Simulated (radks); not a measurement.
Task: Radial electron density D(r) = 4 pi r^2 rho(r) of an atom or ion with 31 electrons. All-electron calculation, scalar-relativistic Kohn-Sham, PBE, spin-polarised, spherical densities, finite nucleus; Fermi nuclear charge, rms radius of each element as measured or else 0.836 A^(1/3) + 0.57 fm. Program: a radial shooting solver on a logarithmic mesh with Libxc functionals.

```
   r/bohr * D(r) (the largest magnitude, 123, reaches the edge; | marks zero)
 0.002731 |          *
 0.003079 |            *
 0.003472 |              *
 0.003914 |                 *
 0.004413 |                    *
 0.004976 |                      *
  0.00561 |                         *
 0.006326 |                            *
 0.007132 |                               *
 0.008042 |                                  *
 0.009067 |                                     *
  0.01022 |                                       *
  0.01153 |                                        *
    0.013 |                                         *
  0.01465 |                                         *
  0.01652 |                                        *
  0.01863 |                                       *
    0.021 |                                     *
  0.02368 |                                    *
   0.0267 |                                   *
   0.0301 |                                    *
  0.03421 |                                      *
  0.03858 |                                          *
  0.04349 |                                              *
  0.04904 |                                                  *
  0.05529 |                                                     *
  0.06234 |                                                      *
  0.07029 |                                                    *
  0.07925 |                                                 *
  0.08936 |                                            *
   0.1007 |                                        *
   0.1136 |                                       *
   0.1281 |                                        *
   0.1444 |                                           *
   0.1628 |                                             *
   0.1836 |                                             *
    0.207 |                                         *
   0.2334 |                                  *
   0.2631 |                         *
   0.2967 |                 *
   0.3345 |           *
   0.3771 |       *
   0.4252 |     *
   0.4794 |    *
   0.5406 |  *
   0.6095 | *
   0.6872 |*
   0.7748 *
   0.8736 *
    0.985 *
    1.111 *
    1.252 *
```

What is the nuclear charge?

Result: Z = 69. The innermost maximum, from 1s, lies near gamma/Z bohr with gamma = sqrt(1 - (Z/c)^2) = 0.864, here 0.0125 bohr (found: 0.0136), and its height grows with Z. The density is that of the thulium ion Tm38+ in [Ar] 3d10 4s2 4p1; the configuration itself is not fixed sharply by these data, and Z only to a few units. D(r) has 3 maxima, at r = 0.0136, 0.0614, 0.174 bohr, and minima at 0.0265, 0.115 bohr, inside which lie 1.93, 11.17 electrons.
